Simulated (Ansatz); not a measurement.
Consider the ligand exchange at the In–O bond: `C[CH2][InH][OH]` + H–F → `C[CH2][InH][F]` + H₂O.

Gas-phase electronic energies from Ansatz, PBE0-D4/def2-TZVP geometries. CCSD(T)/CBS adds triple-zeta CCSD(T) − MP2 to the extrapolated MP2 energy (def2 sets, frozen cores). This one scheme is used for every species. DFT in def2-TZVPP. def2 core potentials past Kr. For In outer-core shells are correlated without core-valence functions, which leaves a few kJ/mol of doubt a bond. One conformer a species, not always the lowest.

`C[CH2][InH][OH]`:

Cartesian coordinates in Å:
```
C -1.217 -1.135 0.539
C -0.568 -0.090 -0.358
In 1.364 0.627 0.285
O 2.189 2.004 -0.910
H -0.601 -2.034 0.631
H -1.383 -0.758 1.551
H -2.190 -1.450 0.150
H -1.206 0.793 -0.457
H -0.429 -0.476 -1.373
H 2.394 0.294 1.613
H 1.648 2.225 -1.671
```

H–F:

Z-matrix (Å, degrees):
```
F
H 1 0.920
```

`C[CH2][InH][F]`:

```xyz
10

C    -0.826   -0.208    1.015
C    -0.512    0.568   -0.257
In    1.292   -0.087   -1.211
F     2.304   -1.153    0.108
H     0.005   -0.182    1.722
H    -1.708    0.203    1.516
H    -1.030   -1.261    0.808
H    -1.326    0.503   -0.984
H    -0.376    1.633   -0.047
H     2.177   -0.016   -2.670
```

H₂O:

```xyz
3

O     0.268   -0.147    0.241
H     0.278   -0.154   -0.719
H    -0.546    0.301    0.478
```

```csv
species,LC-ωPBE energy (Eh)
`C[CH2][InH][OH]`,-345.78946
H–F,-100.44042
`C[CH2][InH][F]`,-369.82512
H₂O,-76.42387
```

(1) Work out ΔE.

(2) What do rigid-rotor, harmonic-oscillator terms from PBE0-D4/def2-TZVP frequencies (298.15 K, 1 bar) make of the CCSD(T)/CBS value? (Estimate.)

Largest T1 diagnostic among the species: 0.014.

Results:

(1) ΔE = (-369.82512) + (-76.42387) − (-345.78946) − (-100.44042) = -0.01911 Eh = -0.52 eV. CCSD(T)/CBS gives -0.44 eV.

(2) Ansatz gave: ΔZPE = +0.02 eV, ΔH = -0.41 eV, ΔS = 10 J/(mol·K), ΔG = -0.44 eV. Modes under 50 cm⁻¹ make the entropy rough.

Leaving LDA and LC-ωPBE aside and taking each functional with its dispersion term where it has one, the values, not all of them listed here, spread over 0.10 eV, from B97M-V to PBE-QIDH. LDA lies +0.05 eV from PBE without D4. At CCSD(T), def2-SVP lies −0.05 eV from the extrapolated value and def2-TZVPP +0.03 eV. In def2-TZVPP, CCSD(T) changes the Hartree–Fock value by +0.15 eV (the triples alone add +0.02 eV) and MP2 by +0.18 eV.
